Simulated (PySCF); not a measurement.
CH₅FSSi, singlet, geometry from GFN2-xTB, atoms displaced at random by about 0.08 Å a coordinate; PBE/STO-3G, gradient in PySCF.

Input for PySCF:
```python
from pyscf import gto, scf, dft

mol = gto.Mole()
mol.atom = '''
    Si    1.236969   -0.175272   -0.203145
    F     0.844691    0.651416   -1.618098
    S    -0.670930    0.052777    1.052934
    C    -1.936487   -0.516674   -0.182308
    H     1.499932   -1.564862   -0.424213
    H     2.247943    0.566504    0.569774
    H    -2.833679   -0.196877    0.247960
    H    -1.830060    0.141369   -1.027944
    H    -1.615573   -1.485741   -0.454021
'''
mol.basis = 'sto-3g'
mol.charge = 0
mol.spin = 0
mol.verbose = 4
mol.build()

mf = dft.RKS(mol)
mf.xc = 'pbe'
mf.grids.level = 0
mf.kernel()
g = mf.nuc_grad_method()
g.grid_response = True
grad = g.kernel()
```

It wrote (shortened):

```
PySCF version 2.14.0

[INPUT] verbose = 4
[INPUT] num. atoms = 9
[INPUT] num. electrons = 50
[INPUT] charge = 0
[INPUT] spin (= nelec alpha-beta = 2S) = 0
[INPUT] symmetry False subgroup None
[INPUT] Mole.unit = angstrom
[INPUT] Symbol           X                Y                Z      unit          X                Y                Z       unit  Magmom
[INPUT]  1 Si     1.236969000000  -0.175272000000  -0.203145000000 AA    2.337532634577  -0.331216077305  -0.383888413575 Bohr   0.0
[INPUT]  2 F      0.844691000000   0.651416000000  -1.618098000000 AA    1.596234649885   1.230997833160  -3.057762062706 Bohr   0.0
[INPUT]  3 S     -0.670930000000   0.052777000000   1.052934000000 AA   -1.267873948754   0.099734075676   1.989756887243 Bohr   0.0
[INPUT]  4 C     -1.936487000000  -0.516674000000  -0.182308000000 AA   -3.659430073781  -0.976372355684  -0.344512190317 Bohr   0.0
[INPUT]  5 H      1.499932000000  -1.564862000000  -0.424213000000 AA    2.834460685471  -2.957160602739  -0.801646388480 Bohr   0.0
[INPUT]  6 H      2.247943000000   0.566504000000   0.569774000000 AA    4.247996613633   1.070537408471   1.076716812898 Bohr   0.0
[INPUT]  7 H     -2.833679000000  -0.196877000000   0.247960000000 AA   -5.354877234931  -0.372043610226   0.468576489847 Bohr   0.0
[INPUT]  8 H     -1.830060000000   0.141369000000  -1.027944000000 AA   -3.458312191522   0.267148692504  -1.942532631390 Bohr   0.0
[INPUT]  9 H     -1.615573000000  -1.485741000000  -0.454021000000 AA   -3.052990504242  -2.807643582037  -0.857975344801 Bohr   0.0

nuclear repulsion = 218.793042945643
number of shells = 21
number of NR pGTOs = 99
number of NR cGTOs = 33
basis = sto-3g
ecp = {}

******** <class 'pyscf.dft.rks.RKS'> ********
method = RKS
initial guess = minao
damping factor = 0
level_shift factor = 0
DIIS = <class 'pyscf.scf.diis.CDIIS'>
diis_start_cycle = 1
diis_space = 8
diis_damp = 0
SCF conv_tol = 1e-09
SCF conv_tol_grad = None
SCF max_cycles = 50
direct_scf = True
direct_scf_tol = 1e-13
XC library pyscf.dft.libxc version 7.1.2
    S. Lehtola, C. Steigemann, M. J. T. Oliveira, and M. A. L. Marques,  SoftwareX 7, 1–5 (2018)
XC functionals = pbe
    J. P. Perdew, K. Burke, and M. Ernzerhof,  Phys. Rev. Lett. 77, 3865 (1996)
    J. P. Perdew, K. Burke, and M. Ernzerhof,  Phys. Rev. Lett. 78, 1396 (1997)
    J. P. Perdew, K. Burke, and M. Ernzerhof,  Phys. Rev. Lett. 77, 3865 (1996)
    J. P. Perdew, K. Burke, and M. Ernzerhof,  Phys. Rev. Lett. 78, 1396 (1997)
radial grids:
    Treutler-Ahlrichs [JCP 102, 346 (1995); DOI:10.1063/1.469408] (M4) radial grids

becke partition: Becke, JCP 88, 2547 (1988); DOI:10.1063/1.454033
pruning grids: <function nwchem_prune>
grids dens level: 0
symmetrized grids: False
atomic radii adjust function: <function treutler_atomic_radii_adjust>
small_rho_cutoff = 0
Set gradient conv threshold to 3.16228e-05
Initial guess from minao.
tot grids = 8520
init E= -818.185741339002
  HOMO = -0.258601666277758  LUMO = 0.012396518462468  gap/eV = 7.37424
cycle= 1 E= -818.372016683275  delta_E= -0.186  |g|= 0.49  |ddm|= 3.51
  HOMO = 0.0352941375421986  LUMO = 0.150088398445004  gap/eV = 3.12371
cycle= 2 E= -817.902925422188  delta_E= 0.469  |g|= 1.41  |ddm|= 2.81
  HOMO = -0.00692658478602548  LUMO = 0.160797952097736  gap/eV = 4.56402
cycle= 3 E= -818.467497999122  delta_E= -0.565  |g|= 0.21  |ddm|= 1.86
  HOMO = -0.0542687815935577  LUMO = 0.151682742535784  gap/eV = 5.60423
cycle= 4 E= -818.484946265659  delta_E= -0.0174  |g|= 0.0965  |ddm|= 0.601
  HOMO = -0.0443920711983963  LUMO = 0.152985656472195  gap/eV = 5.37092
cycle= 5 E= -818.48896377014  delta_E= -0.00402  |g|= 0.0168  |ddm|= 0.18
  HOMO = -0.0448691399474275  LUMO = 0.15228608421088  gap/eV = 5.36487
cycle= 6 E= -818.489063954892  delta_E= -0.0001  |g|= 0.00371  |ddm|= 0.0253
  HOMO = -0.0450915915829811  LUMO = 0.152263796969154  gap/eV = 5.37031
cycle= 7 E= -818.489069397975  delta_E= -5.44e-06  |g|= 0.000461  |ddm|= 0.00718
  HOMO = -0.0450259566598054  LUMO = 0.152287153273145  gap/eV = 5.36916
cycle= 8 E= -818.489069514324  delta_E= -1.16e-07  |g|= 6.08e-05  |ddm|= 0.00128
  HOMO = -0.0450436284822594  LUMO = 0.15227331646339  gap/eV = 5.36927
cycle= 9 E= -818.489069516217  delta_E= -1.89e-09  |g|= 1.11e-05  |ddm|= 0.000151
  HOMO = -0.0450431616187085  LUMO = 0.152275298051116  gap/eV = 5.36931
cycle= 10 E= -818.489069516272  delta_E= -5.57e-11  |g|= 6.59e-07  |ddm|= 2.52e-05
  HOMO = -0.0450431752069558  LUMO = 0.152275151489892  gap/eV = 5.36931
Extra cycle  E= -818.489069516272  delta_E= 4.55e-13  |g|= 5.95e-07  |ddm|= 2.91e-06
converged SCF energy = -818.489069516272

******** <class 'pyscf.grad.rks.Gradients'> for <class 'pyscf.dft.rks.RKS'> ********
unit = Eh/Bohr
grid_response = True
--------------- RKS gradients ---------------
         x                y                z
0 Si     0.0559555880    -0.0380012191    -0.0199171625
1 F    -0.0094834067     0.0118240050    -0.0077684435
2 S    -0.0335306507     0.0013982047     0.0093693214
3 C    -0.0722671108    -0.0505008975    -0.0103011739
4 H    -0.0091953322     0.0119089697     0.0055467446
5 H    -0.0021323963     0.0086376005     0.0055936947
6 H     0.0541209793     0.0167677765    -0.0211273796
7 H    -0.0037391804    -0.0082945325     0.0288378092
8 H     0.0202715098     0.0462600928     0.0097665896
----------------------------------------------
```
